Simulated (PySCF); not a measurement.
C$_{4}$H$_{4}$F$_{3}$N$_{3}$: full NMR table

```yaml
Formula: C4H4F3N3
SMILES: Cc1nn[nH]c1C(F)(F)F
InChI: InChI=1S/C4H4F3N3/c1-2-3(4(5,6)7)9-10-8-2/h1H3,(H,8,9,10)
Point_group_of_the_computed_structure: Cs
Degrees_of_unsaturation: 3
Carbon_signals: 4
Proton_signals: 2
```

Molfile (atoms numbered from 1):
```
C4H4F3N3
     RDKit          3D

 14 14  0  0  0  0  0  0  0  0999 V2000
    1.9552   -0.2868   -0.1930 C   0  0  0  0  0  0  0  0  0  0  0  0
    0.7456    0.5311    0.0507 C   0  0  0  0  0  0  0  0  0  0  0  0
    0.7892    1.8557    0.3075 N   0  0  0  0  0  0  0  0  0  0  0  0
   -0.3885    2.3103    0.4782 N   0  0  0  0  0  0  0  0  0  0  0  0
   -1.2548    1.3238    0.3453 N   0  0  0  0  0  0  0  0  0  0  0  0
   -0.5928    0.1643    0.0717 C   0  0  0  0  0  0  0  0  0  0  0  0
   -1.2687   -1.1393   -0.1373 C   0  0  0  0  0  0  0  0  0  0  0  0
   -2.6030   -1.0273   -0.0191 F   0  0  0  0  0  0  0  0  0  0  0  0
   -0.8773   -2.0697    0.7481 F   0  0  0  0  0  0  0  0  0  0  0  0
   -1.0288   -1.6546   -1.3539 F   0  0  0  0  0  0  0  0  0  0  0  0
    2.0300   -1.0843    0.5446 H   0  0  0  0  0  0  0  0  0  0  0  0
    1.9132   -0.7405   -1.1819 H   0  0  0  0  0  0  0  0  0  0  0  0
    2.8303    0.3520   -0.1249 H   0  0  0  0  0  0  0  0  0  0  0  0
   -2.2502    1.4647    0.4418 H   0  0  0  0  0  0  0  0  0  0  0  0
  1  2  1  0
  2  3  1  0
  3  4  2  0
  4  5  1  0
  5  6  1  0
  6  7  1  0
  7  8  1  0
  7  9  1  0
  7 10  1  0
  6  2  2  0
  1 11  1  0
  1 12  1  0
  1 13  1  0
  5 14  1  0
M  END
```

All values are calculated (PySCF 2.14): PBE0/pcSseg-1 with gauge-including orbitals, GFN2-xTB geometry. Equivalent nuclei averaged, no solvent model, relativity neglected, a single conformation.

Referencing at the same level of theory: TMS for 1H and 13C; 19F vs CFCl3; 15N vs NH3.

| carbon | δC, type | δH (multiplicity) | HMBC from (2–3 bonds) | span of the C tensor (ppm) |
| --- | --- | --- | --- | --- |
| C1 | 12.6, CH3 | 2.81 (s) | – | 26 |
| C2 | 148.1, C | – | H11/H12/H13 | 153 |
| C6 | 132.6, C | – | H11/H12/H13 | 141 |
| C7 | 131.3, C | – | – | 17 |

Other nuclei:
```tsv
atoms	nucleus	environment	δ (ppm)	σ (ppm)
H14	1H	hydrogen on a pyrrole-type ring nitrogen	11.29	20.43
F8/F9/F10	19F	fluorine of a CF3 group	-74.4	245.3
N4	15N	pyridine-type nitrogen of an azole	397.7	-130.0
N3	15N	pyridine-type nitrogen of an azole	388.4	-120.7
N5	15N	pyrrole-type ring nitrogen	252.4	15.4
```

- Carbon types of the structure: 3 × C, 1 × CH3, leaving 1 H on heteroatoms.
- δC 148.1, 132.6: substituted aromatic carbon next to a ring nitrogen.
- δC 131.3: CF3 carbon; 3 electronegative neighbours deshield it.
- δC 12.6: methyl carbon on an aromatic ring; a saturated carbon with 1 carbon neighbour and no heteroatom attached.
- δH 11.29: hydrogen on a pyrrole-type ring nitrogen; exchangeable, gas-phase position.
- δH 2.81: hydrogen on a methyl carbon on an aromatic ring; benzylic-type position, deshielded by the ring.

OH/NH shifts are gas-phase values; hydrogen bonding in solution moves them, usually downfield. Splittings by 19F in the carbon and heteronuclear signals aren't shown, as no couplings were computed. Shifts are as computed. Against solution values, carbons near 30 ppm lie about +3 ppm off and those near 130 ppm about +5 ppm. Of 1211 compounds with measured shifts, 218 miss one by over three times the rms of a fit or turn the order of signals round; such compounds aren't used in these exercises. Unscaled 19F shifts against computed CFCl3 carry errors that often reach 10 to 50 ppm. Experimental scales use liquid or dissolved standards, which lie at an offset from isolated NH3 (liquid NH3: subtract about 20 ppm). Unscaled 15N shifts of sp2 nitrogen come out 20 to 40 ppm too high even then.
